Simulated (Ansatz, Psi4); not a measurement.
Molecule: 1,1,1-trifluoroethane, C$_{2}$H$_{3}$F$_{3}$, net charge 0, singlet state. SMILES: CC(F)(F)F
Geometry: optimised at B3LYP-D3(BJ)/def2-TZVP (Ansatz, a program for electronic structure).

Property: vertical triplet-singlet gap, E(triplet) - E(singlet), in eV. Set-up: each state is the SCF solution reached for its charge and spin; frozen cores in correlated levels; 6-311+G** with 5d; six Cartesian d functions in 6-31G* and its kin unless marked 5d; spin-orbit terms left out; open shells spin-unrestricted; no dispersion term unless named; non-relativistic. First-principles rows: single points at B3LYP-D3(BJ) geometries (Ansatz). Levels can end on unlike triplets.

```csv
level,program,"vertical triplet-singlet gap, E(triplet) - E(singlet) (eV)"
HF/6-31G*,Ansatz,11.93
PBE/6-31G*,Ansatz,10.93
PBE/6-311+G**,Ansatz,9.57
B3LYP/STO-3G,Ansatz,11.90
B3LYP/3-21G,Ansatz,11.66
B3LYP/6-31G*,Ansatz,11.60
B3LYP/6-311+G**,Ansatz,10.22
wB97X-D/6-31G*,Psi4,12.01
MP2/6-31G*,Ansatz,12.30
MP2/6-311+G**,Ansatz,11.27
PBE/def2-TZVPD,Ansatz,9.45
```

No value to compare with is used here. The 10 habitual levels span 9.57 (PBE/6-311+G**) to 12.30 eV (MP2/6-31G*); PBE/def2-TZVPD gives 9.45.

The levels are drawn from those run, B3LYP/6-31G* more often than the rest, none by its result; left out are runs that failed, that the program found above a lower state of the same kind, or whose <S^2> lies over 0.5 above the pure value.
